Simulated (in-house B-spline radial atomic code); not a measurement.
How numerical settings move a run on Pm II (Pm+), [Xe] 4f5 6s1. Computed with an all-electron radial atomic-structure program (B-spline basis): Dirac-Hartree-Fock, average of configuration, Fermi nucleus of rms radius 4.962 fm.

Command:
```bash
python run_scf.py task.json out
```
Settings of the sound reference run:
```
Z                61
electrons        60
configuration    [Xe] 4f5 6s1
hamiltonian      dirac
method           hf
spin_polarised   False
nucleus          fermi
rms_radius       4.961999
mass_number      145
atomic_mass      144.9128
speed_of_light   137.036
knot_spacing     0.22
spline_order     8
gauss_points     12
box_radius       35.29
max_iterations   70
damping          0.5
damped_steps     3
diis_vectors     10
tolerance        1e-08
start            Thomas-Fermi
```

Cost of the run: 1.2 s on 1 thread of Intel(R) Xeon(R) 6975P-C (shared host).

It converges in 11 iterations to -10021.922317 hartree, with 6s1/2 at -10.159 eV. The other runs change the listed settings, some to values that make no sense; their results aren't properties of the atom or ion. Radii are in bohr (the nuclear one in fm), a minus after a letter asks for a j subshell, and «unchanged» means within 1e-8 hartree. The run stops when the residual is below 10 × tolerance × max(1, Z/10), or a noise floor if that is larger, and the energy moves by less than 1e-8 × √|E| hartree; so very loose and very tight tolerances often act alike.

| changed settings | outcome |
| --- | --- |
| damped_steps = 8 | converged in 15 iterations, energy unchanged, 6s1/2 level -3.8e-07 eV |
| tolerance = 1e-13 | converged in 11 iterations, energy unchanged |
| knot_spacing = 2, first_knot = 0.0164, max_iterations = 50 | converged in 10 iterations, energy +3.13e+03 hartree from the reference, 6s1/2 level +2.5e+00 eV (the program warns: 6s1/2 reaches the box edge; 1s1/2 reaches the box edge) |
| start = bare nucleus | converged in 13 iterations, energy unchanged, 6s1/2 level +3.5e-06 eV |
| electrons = 68, configuration = [Xe] 4f5 6s1 8s2 8p6, max_iterations = 75 | not converged after 75 iterations, last residual 2.1e-03 |
| damped_steps = 0 | converged in 10 iterations, energy unchanged |
| method = scan,scan | stopped with error: meta-GGAs are not served with the Dirac Hamiltonian |
| electrons = 61, configuration = [Xe] 4f5 6s1 3f1, max_iterations = 60 | stopped with error: there is no 3f shell |
| box_radius = 5.29, max_iterations = 50, damped_steps = 8, tolerance = 1e-06 | converged in 12 iterations, energy +1.29e-01 hartree from the reference, 6s1/2 level +3.4e+00 eV (the program warns: 6s1/2 reaches the box edge; 5s1/2 reaches the box edge) |
| gauss_points = 3, first_knot = 0.00164, max_iterations = 60, diis_vectors = 20 | converged in 11 iterations, energy +4.01e+00 hartree from the reference, 6s1/2 level +4.0e-03 eV |

(1) What happens with damped_steps = 1?

(2) What happens with tolerance = 1e-06?

(3) What happens with spline_order = 7, max_iterations = 75, diis_vectors = 1, tolerance = 0.001, start = bare nucleus?

(4) What happens with spline_order = 7, gauss_points = 3, max_iterations = 3, tolerance = 0.001?

## Answers

(1) Converged in 11 iterations, energy unchanged, 6s1/2 level +1.1e-06 eV.

(2) Converged in 10 iterations, energy unchanged, 6s1/2 level +2.1e-05 eV.

(3) Not converged after 75 iterations, last residual 8.4e-01, last energy +2.99e+01 hartree from the reference.

(4) Not converged after 3 iterations, last residual 1.5e-01, last energy +7.08e-01 hartree from the reference.
